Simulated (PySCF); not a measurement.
CH5FN2Si2, SMILES F[Si@@H]1C=N[SiH2]N1. Coordinates come from a PBE-D3(BJ)/def2-SVP optimisation. The structure was generated by enumeration; whether it is a known compound was not checked.

Computed equilibrium geometry at PBE-D3(BJ)/def2-SVP (PySCF confirms it by a frequency run) as a Z-matrix:
```
N
H 1 1.0218
Si 1 1.7337 2 123.59
F 3 1.6458 1 113.45 2 -69.59
Si 1 1.7625 2 124.40 3 177.76
N 5 1.7887 1 101.28 2 -175.33
C 6 1.2897 5 113.67 1 -0.67
H 7 1.1176 6 118.66 5 -179.94
H 3 1.4991 4 104.22 1 -125.53
H 5 1.5017 1 114.47 2 67.39
H 5 1.5018 10 109.03 6 -119.70
```
Charge 0, spin multiplicity 1.
